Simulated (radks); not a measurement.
Effect of the nuclear size on the thallium ion Tl57+, [Ar] 3d6. Method: Dirac Kohn-Sham, relativistic LDA (MacDonald-Vosko exchange, VWN5 correlation), spin-unpolarised, spherical densities, finite nucleus; open shells are shared between the two j in proportion to 2j + 1; Fermi nuclear charge, rms radius 5.4759 fm; computed with a radial shooting solver on a logarithmic mesh with Libxc functionals. The rms radius is varied about that value; shifts are against it.

rms radius (fm),total energy shift (eV),density at nucleus (e/bohr^3),1s1/2 shift (meV),2s1/2 shift (meV),3s1/2 shift (meV),3p1/2 shift (meV),3d5/2 shift (meV),4s1/2 (empty) shift (meV),4p1/2 (empty) shift (meV)
4.9009,-23.0,2.588e+06,-9200,-1400,-350,-14.7,11.1,-128,-6.29
5.0981,-15.3,2.545e+06,-6110,-930,-232,-9.76,7.37,-85.3,-4.18
5.4759,0,2.47e+06,0.000,0.000,0.000,0.000,0.000,0.000,0.000
5.8373,15.2,2.404e+06,6080,926,231,9.74,-7.33,84.8,4.17
6.6039,49.4,2.281e+06,19700,3000,748,31.7,-23.8,275,13.6

Slopes of the eigenvalues against <r^2> in GHz/fm^2, as finite differences over the two radii next to the reference (eigenvalue slopes, not the field-shift constants of lines): 1s1/2 365000, 2s1/2 55500, 3s1/2 13900, 3p1/2 583, 3d5/2 -440, 4s1/2 (empty) 5090, 4p1/2 (empty) 250.
